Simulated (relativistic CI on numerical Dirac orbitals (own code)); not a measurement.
Radial parameters of Ti¹⁸⁺

These numbers are calculated, not measured: Dirac-Coulomb-Breit CI, KLI orbitals optimised for each configuration, model QED (radiative potential, 1s self-energy scaled to tabulated hydrogen-like ionisation energies), unscaled Slater integrals (own radial code, finite nucleus).

Slater integrals F^k, G^k are unscaled and averaged over j, outside the closed core 1s2; ζ comes from projecting the Hamiltonian with its Breit term on Σ l·s of the shell.

- 2s2p: G^1(2s,2p) = 408570, ζ(2p) = 39760 cm⁻¹; <r>(2s) = 0.2905, <r^2>(2s) = 0.09866, <r>(2p) = 0.2496, <r^2>(2p) = 0.07513 (bohr units).
- 2p²: F^2(2p,2p) = 382330, ζ(2p) = 39294 cm⁻¹; <r>(2p) = 0.2503, <r^2>(2p) = 0.0756 (bohr units).
- 2p3s: ζ(2p) = 40985, G^1(2p,3s) = 40668 cm⁻¹; <r>(2p) = 0.2474, <r^2>(2p) = 0.07387, <r>(3s) = 0.6741, <r^2>(3s) = 0.5158 (bohr units).

Averages of the first 10 configurations, taken without configuration mixing, which lowers the lowest level and can move excited configurations by several eV; other configurations of the list can lie among them:

```tsv
Configuration	Parity	States	Average energy above the lowest level (eV)
2s²	even	1	6.6
2s2p	odd	12	49.2
2p²	even	15	108.2
2p3s	odd	12	815.6
2p3p	even	36	830.9
2s3s	even	4	767.8
2s3p	odd	12	784.3
2s3d	even	20	795.4
2s4s	even	4	1026.1
2s4p	odd	12	1032.8
```
